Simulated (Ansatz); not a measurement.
Consider the ligand exchange at the Al–C bond: `C[CH]([AlH2])[AlH][SiH3]` + `O[SiH](O)O` → `O[SiH](O)[O][AlH2]` + `C[CH2][AlH][SiH3]`.

Computed with Ansatz on PBE0-D4/def2-TZVP structures; ΔE is electronic, products minus reactants. CCSD(T)/CBS adds triple-zeta CCSD(T) − MP2 to the extrapolated MP2 energy (def2 sets, frozen cores). Functionals use def2-TZVPP. One conformer a species, not always the lowest.

`C[CH]([AlH2])[AlH][SiH3]`:

Cartesian coordinates in Å:
```
C 0.788 -0.676 -1.264
C 0.391 -1.019 0.182
Al -0.940 -2.424 0.365
Al -0.041 0.536 1.276
Si -0.189 2.734 0.182
H 1.519 0.137 -1.327
H -0.082 -0.360 -1.846
H 1.223 -1.529 -1.794
H 1.238 -1.431 0.764
H -1.068 -3.225 1.732
H -1.916 -2.745 -0.850
H -0.284 0.347 2.839
H 1.132 3.127 -0.394
H -1.153 2.695 -0.957
H -0.618 3.834 1.092
```

`O[SiH](O)O`:

Cartesian coordinates in Å:
```
O 1.265 0.389 -0.971
Si -0.081 -0.202 -0.266
O -1.011 0.929 0.476
O 0.351 -1.238 0.920
H 1.978 0.675 -0.397
H -0.823 -0.844 -1.368
H -1.444 1.583 -0.073
H -0.235 -1.292 1.677
```

`O[SiH](O)[O][AlH2]`:

Cartesian coordinates in Å:
```
O 0.714 -2.061 0.190
Si 0.866 -0.438 0.372
O 1.936 0.049 -0.761
O -0.581 0.269 0.224
Al -1.760 1.420 -0.142
H -0.082 -2.468 0.533
H 1.422 -0.068 1.688
H 2.062 -0.532 -1.513
H -3.263 0.991 0.078
H -1.313 2.839 -0.671
```

`C[CH2][AlH][SiH3]`:

Z-matrix (Å, degrees):
```
C
C 1 1.527
H 1 1.094 2 111.7
H 1 1.094 2 112.3 3 -120.3
H 1 1.094 2 111.7 3 119.3
Al 2 1.961 1 116.6 3 -59.8
H 2 1.099 1 110.5 3 63.0
H 2 1.099 1 110.5 3 177.6
Si 6 2.463 2 119.5 1 -0.3
H 6 1.594 2 119.5 1 179.7
H 9 1.491 6 114.2 2 -179.4
H 9 1.494 6 110.8 2 59.5
H 9 1.494 6 110.9 2 -58.3
```

```
             level  ΔE (kcal/mol)
           ωB97M-V          -35.7
               PBE          -33.1
     HF/def2-QZVPP          -42.8
SCS-MP2/def2-QZVPP          -37.6
```

What does CCSD(T)/CBS give? (Best estimate.)

The calculation gave: -35.9 kcal/mol. The listed levels differ from it by 0.2, 2.8, -6.9, -1.7 kcal/mol.

Largest T1 diagnostic among the species: 0.012.

In def2-TZVPP, CCSD(T) changes the Hartree–Fock value by +6.3 kcal/mol (the triples alone add +1.2 kcal/mol) and MP2 by +6.2 kcal/mol. The D4 term adds +1.1 kcal/mol with B3LYP and +0.6 kcal/mol with PBE0; it sums over pairs of atoms, weighted by their polarisabilities, and B3LYP, whose exchange is more repulsive, gets the larger term. From PBE to PBE0 (25 % exact exchange), in def2-TZVPP and without D4, ΔE moves by −1.2 kcal/mol.

B3LYP here is the variant with VWN-RPA as its local correlation; programs differ in this.
